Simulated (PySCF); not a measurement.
How methods differ on the ionisation energy of S⁺

S⁺ [Ne] 3s2 3p3 (4S) → S²⁺ [Ne] 3s2 3p2 (3P), as a difference of total energies. Computed with PySCF 2.14 in aug-cc-pCVTZ-DK with one added diffuse shell each of s, p, d, f type (9s8p6d4f, 91 functions), with scalar relativity by spin-free X2C-1e. Correlated levels: valence and next inner shell: 1s2 frozen. The calculations carry no spin-orbit coupling.

| method | ionisation energy (eV) |
| --- | --- |
| UHF | 22.708 |
| MP2 (valence and next inner shell) | 23.360 |
| SCS-MP2 (valence and next inner shell) | 23.170 |
| CCSD (valence and next inner shell) | 23.283 |
| CCSD(T) (valence and next inner shell) | 23.319 |

A first-order spin-orbit estimate (lowest level to lowest level, LS coupling) adds -0.062 eV.

Errors of the correlated levels include the incompleteness of this basis and the frozen core.

Which method comes closest to the reference value, and which is furthest?

The reference is 23.338 eV (measured; NIST Atomic Spectra Database, ionization energies). Closest: MP2 (valence and next inner shell) (error -0.040 eV); furthest: UHF (error -0.692 eV), both after the spin-orbit estimate.
